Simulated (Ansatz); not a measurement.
Basis-set extrapolation for CH$_{7}$AlOSi$_{2}$ (PBE0-D4/def2-TZVP geometry, frozen core, Ansatz 0.2.0). Multiplicity 1, RHF reference.

```csv
,def2-TZVPP,def2-QZVPP
HF,-936.759775,-936.790934
MP2 correlation,-0.730081,-0.783988
CCSD(T) correlation,-0.810985,not run
```

Energies in hartree. Use E(X) = E(∞) + A·exp(−7.88·√X) for Hartree–Fock and E(X) = E(∞) + B·X^(−2.97) for correlation, with X = 3 and 4, and add CCSD(T) minus MP2 of the smaller set to the MP2 limit.

What is the CCSD(T) energy at the basis-set limit?

HF limit: -936.790934 + (-0.031159) × 0.13774 = -936.79523. MP2 limit: -0.783988 + (-0.053907) × 0.74074 = -0.82392. Higher-order term: -0.810985 − (-0.730081) = -0.08090. Total: -937.70005 hartree, 81.1 kcal/mol below CCSD(T)/def2-TZVPP.
